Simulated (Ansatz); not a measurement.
Born–Oppenheimer molecular dynamics of CH$_{7}$FGeO (11 atoms, charge 0, multiplicity 1). It starts at the highest image of a converged band, a first-order saddle point between two minima.

Level of theory: RKS PBE/def2-SVP (Ansatz).

* ensemble: NVE (velocity Verlet)
* time step: 0.5 fs
* steps asked: 200
* starting velocities drawn for: 100 K
* seed: 5114

First frame:

```xyz
11
Properties=species:S:1:pos:R:3
Ge -0.667 0.033 -0.174
F 0.387 -1.773 -0.170
H -1.932 -0.870 -0.113
H -1.174 1.335 -0.914
C 0.220 0.600 1.466
H 0.850 -1.125 -1.182
O 0.768 -0.135 -1.669
H -0.446 1.275 2.040
H 0.493 -0.282 2.074
H 1.138 1.159 1.198
H 0.363 -0.217 -2.554
```

(1) What does the run give?

(2) What happens to the structure?

(3) How do temperature and energy run in time?

## Answers

(1) All steps were run.

| Quantity | Value |
| --- | --- |
| steps done | 200 |
| time covered | 100 fs |
| mean temperature over the second half | 483 K |
| spread of the potential energy over the second half | 3.3 meV per atom |
| mean potential energy of the second half above the start | -40.5 meV per atom |

The conserved energy stayed within 0.035 meV per atom of its start (net change 0.0018 meV per atom), so the integration is sound. The kinetic energy rose, since the run started high on the potential surface and went downhill. It ends in pieces (CH6GeO + FH), so much of that is their flight and rotation, not heat. A run of 0.1 ps of so small a system gives no equilibrium averages. The orbitals stay closed-shell, which can raise the energy where a bond breaks towards radicals; this wasn't checked here.

(2) Between its relaxed ends the band would form Ge1–O7, F2–H6 and break Ge1–F2, H6–O7. These pairs go: Ge1–O7 2.08 → 1.88 Å, F2–H6 1.29 → 0.95 Å, Ge1–F2 2.09 → 3.59 Å, H6–O7 1.11 → 1.98 Å. In the last frame they stand as after the step (other bonds may differ from the relaxed reactants and products). It ends as CH6GeO + FH. Pairs count as bonded within 1.25 times the sum of covalent radii (0.12 Å more for H–H). This is one draw of velocities; another would differ in detail.

(3) 
| time (fs) | T (K) | potential energy less start (eV) | conserved less start (meV/atom) |
| --- | --- | --- | --- |
| 0 | 100 | 0.000 | 0.00 |
| 8 | 45 | 0.064 | 0.03 |
| 16 | 56 | 0.052 | 0.02 |
| 24 | 80 | 0.024 | 0.02 |
| 32 | 115 | -0.017 | 0.01 |
| 40 | 229 | -0.150 | 0.01 |
| 48 | 347 | -0.287 | 0.02 |
| 56 | 461 | -0.420 | 0.01 |
| 64 | 504 | -0.470 | 0.02 |
| 72 | 513 | -0.480 | 0.00 |
| 80 | 502 | -0.468 | 0.02 |
| 88 | 476 | -0.437 | 0.03 |
| 96 | 485 | -0.448 | 0.00 |

Run time: 4.2 min on 2 threads of Intel(R) Xeon(R) Platinum 8488C (Sapphire Rapids), with other jobs on the host, peak memory 0.17 GiB.
